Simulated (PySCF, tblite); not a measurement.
Computed geometry: GFN2-xTB, gas phase. One conformer each, none proved a minimum here. Atom numbers follow the mapped SMILES.

Task: Rank these C–P bonds from shortest to longest.
A. C3–P4 in `[CH3:1]/[CH:2]=[CH:3]\[P:4]1(=[O:5])[CH2:6][CH:7]=[CH:8][CH2:9]1` with C2–C3–P4–O5 51°, C3–P4–C6–C7 82°, P4–C6–C7–C8 19°, C7–C8–C9–P4 -19°, C3–P4–C9–C8 -81°
B. P5–C6 in `[CH2:1]=[CH:2][C:3]1=[CH:4][P@@:5]([CH3:6])(=[S:7])[CH:8]=[C:9]1[CH3:10]` with C1–C2–C3–C4 -144°
C. P4–C5 in `[CH2:1]=[CH:2][CH2:3][P:4]=[C:5]=[C:6]([CH3:7])[O:8][CH3:9]` with C1–C2–C3–P4 -107°, C2–C3–P4–C5 -56°, C5–C6–O8–C9 172°
D. C4–P5 in `[CH3:1][S:2][c:3]1[cH:4][p:5][c:6]([CH3:7])[cH:8][c:9]1[CH3:10]` with C1–S2–C3–C4 6°

Result: C (1.632 Å), D (1.732 Å), A (1.818 Å), B (1.839 Å).

- 1.632 Å: drawn double, ends: phosphorus bonded to 2 C; central carbon of cumulated double bonds
- 1.732 Å: aromatic, ends: aromatic CH carbon; phosphorus bonded to 2 C, in a 6-membered ring
- 1.818 Å: drawn single, alkene CH carbon to phosphoryl phosphorus
- 1.839 Å: drawn single, ends: phosphorus bonded to 3 C and S; sp3 carbon bound to phosphorus

Task: Rank these C–C bonds from shortest to longest.
A. C3–C9 in `[CH2:1]=[CH:2][C:3]1=[CH:4][P@@:5]([CH3:6])(=[S:7])[CH:8]=[C:9]1[CH3:10]` with C1–C2–C3–C4 -144°
B. C2–C7 in `[CH3:1][c:2]1[cH:3][cH:4][n:5]([CH3:6])[c:7]1[F:8]`
C. C1–C2 in `[CH2:1]=[CH:2][CH2:3][C:4]1([SiH2:5][N:6]=[CH2:7])[CH2:8][CH2:9]1` with C1–C2–C3–C4 -117°, C2–C3–C4–Si5 65°, C3–C4–Si5–N6 168°, C4–Si5–N6–C7 119°
D. C6–C7 in `[CH3:1]/[CH:2]=[CH:3]\[P:4]1(=[O:5])[CH2:6][CH:7]=[CH:8][CH2:9]1` with C2–C3–P4–O5 51°, C3–P4–C6–C7 82°, P4–C6–C7–C8 19°, C7–C8–C9–P4 -19°, C3–P4–C9–C8 -81°
E. C1–C2 in `[CH3:1][C@H:2]([F:3])[CH2:4][F:5]` with C1–C2–C4–F5 -70°
F. C8–C9 in `[CH3:1][S:2][c:3]1[cH:4][p:5][c:6]([CH3:7])[cH:8][c:9]1[CH3:10]` with C1–S2–C3–C4 6°

Result: C (1.319 Å), B (1.368 Å), F (1.384 Å), A (1.476 Å), D (1.495 Å), E (1.518 Å).

- 1.319 Å: drawn double, terminal =CH2 carbon to alkene CH carbon
- 1.368 Å: aromatic, substituted aromatic carbon to aromatic C–F carbon, in a 5-membered ring
- 1.384 Å: aromatic, aromatic CH carbon to substituted aromatic carbon, in a 6-membered ring
- 1.476 Å: drawn single, both ends fully substituted alkene carbon, in a 5-membered ring
- 1.495 Å: drawn single, sp3 carbon bound to phosphorus to alkene CH carbon, in a 5-membered ring
- 1.518 Å: drawn single, methyl carbon to sp3 C–F carbon

Task: Order these C–C–P angles, narrowest first.
A. P4–C5–C6 in `[CH2:1]=[CH:2][CH2:3][P:4]=[C:5]=[C:6]([CH3:7])[O:8][CH3:9]` with C1–C2–C3–P4 -107°, C2–C3–P4–C5 -56°, C5–C6–O8–C9 172°
B. C2–C3–P4 in `[CH3:1]/[CH:2]=[CH:3]\[P:4]1(=[O:5])[CH2:6][CH:7]=[CH:8][CH2:9]1` with C2–C3–P4–O5 51°, C3–P4–C6–C7 82°, P4–C6–C7–C8 19°, C7–C8–C9–P4 -19°, C3–P4–C9–C8 -81°
C. P5–C6–C7 in `[CH3:1][S:2][c:3]1[cH:4][p:5][c:6]([CH3:7])[cH:8][c:9]1[CH3:10]` with C1–S2–C3–C4 6°
D. P5–C8–C9 in `[CH2:1]=[CH:2][C:3]1=[CH:4][P@@:5]([CH3:6])(=[S:7])[CH:8]=[C:9]1[CH3:10]` with C1–C2–C3–C4 -144°

Result: D (110.7°), C (117.9°), B (123.6°), A (168.2°).
